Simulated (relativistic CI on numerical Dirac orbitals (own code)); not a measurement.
**Co²⁺: K-beta X-ray emission**

Computed with this model: Dirac-Coulomb-Breit CI, separate exchange-only KLI orbitals for each configuration, model QED, valence Slater integrals scaled by 0.8, multiplet model of X-ray emission after core ionisation; configurations [Ar] 3d7 → 1s 2s2 2p6 3s2 3p6 3d7 → [Ne] 3s2 3p5 3d7; 80 K; Lorentzian 1.12 eV and Gaussian 1 eV FWHM. Energies are those of the free ion, without screening or charge transfer. S is read from ⟨S²⟩ = S(S + 1).

Field parameters in Wybourne normalisation: Oh B⁴₀ = 21Dq, B⁴₄ = √(5/14) B⁴₀. The field is a parameter set, without covalency.

Computed curve for Oh, 10Dq = 8950 cm⁻¹, scaled to 100 at the maximum (points under 2 are left out and the grid is thinned):

| Energy (eV) | Intensity |
| --- | --- |
| 7629.2 | 2.1 |
| 7629.6 | 2.8 |
| 7630.2 | 3.6 |
| 7630.6 | 3.6 |
| 7631.2 | 3.8 |
| 7631.6 | 4.7 |
| 7632.2 | 7.7 |
| 7632.6 | 12.1 |
| 7633.2 | 23.8 |
| 7633.6 | 33.6 |
| 7634.2 | 41.9 |
| 7634.6 | 39.3 |
| 7635.2 | 28.2 |
| 7635.6 | 21.8 |
| 7636.2 | 17.9 |
| 7636.6 | 16.9 |
| 7637.2 | 12.8 |
| 7637.6 | 10.0 |
| 7638.2 | 8.7 |
| 7638.6 | 8.8 |
| 7639.2 | 9.3 |
| 7639.6 | 9.6 |
| 7640.2 | 10.2 |
| 7640.6 | 10.1 |
| 7641.2 | 9.1 |
| 7641.6 | 9.0 |
| 7642.2 | 12.0 |
| 7642.6 | 17.6 |
| 7643.2 | 30.8 |
| 7643.6 | 38.7 |
| 7644.2 | 42.4 |
| 7644.6 | 37.3 |
| 7645.2 | 23.6 |
| 7645.6 | 17.4 |
| 7646.2 | 14.7 |
| 7646.6 | 16.5 |
| 7647.2 | 24.8 |
| 7647.6 | 35.0 |
| 7648.2 | 56.3 |
| 7648.6 | 70.0 |
| 7649.2 | 77.9 |
| 7649.6 | 73.0 |
| 7650.2 | 60.0 |
| 7650.6 | 54.0 |
| 7651.2 | 52.8 |
| 7651.6 | 59.9 |
| 7652.2 | 82.4 |
| 7652.6 | 97.3 |
| 7653.2 | 88.8 |
| 7653.6 | 62.0 |
| 7654.2 | 28.5 |
| 7654.6 | 17.6 |
| 7655.2 | 10.0 |
| 7655.6 | 7.5 |
| 7656.2 | 5.3 |
| 7656.6 | 4.3 |
| 7657.2 | 3.4 |
| 7657.6 | 2.9 |
| 7658.2 | 2.4 |
| 7658.6 | 2.1 |

The ground state has S = 1.50, and the centroid lies at 7646.59 eV.
